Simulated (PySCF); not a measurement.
C₅H₅N, SMILES C#CC(N)=C=C. Coordinates come from a PBE-D3(BJ)/def2-SVP optimisation. The structure was generated by enumeration, and PubChem lists no compound with its InChIKey, so it may never have been made. One conformer was computed; it need not be the lowest.

Method: PySCF with PBE-D3(BJ)/def2-SVP.

Harmonic wavenumbers (cm⁻¹): 124, 173, 221, 289, 301, 498, 570, 578, 585, 600, 667, 672, 752, 857, 956, 1044, 1275, 1303, 1426, 1557, 1996, 2149, 3009, 3081, 3408, 3452, 3562. Rotational constants (GHz): 5.727, 2.642, 1.836; symmetry number 1.

Question: Work out the zero-point energy and the ideal-gas rigid-rotor harmonic-oscillator thermochemistry at 298.15 K and 1 atm.

Answer: ZPE = ½ Σ hcν = ½ × 35106 cm⁻¹ = 50.19 kcal/mol. H − E(el) = 55.13 kcal/mol. Entropy in cal/(mol K): translation 39.02, rotation 26.85, vibration 14.24, total 80.11. G − E(el) = 31.24 kcal/mol. Cp = 26.77 cal/(mol K). Modes under 150 cm⁻¹ make the vibrational entropy uncertain.
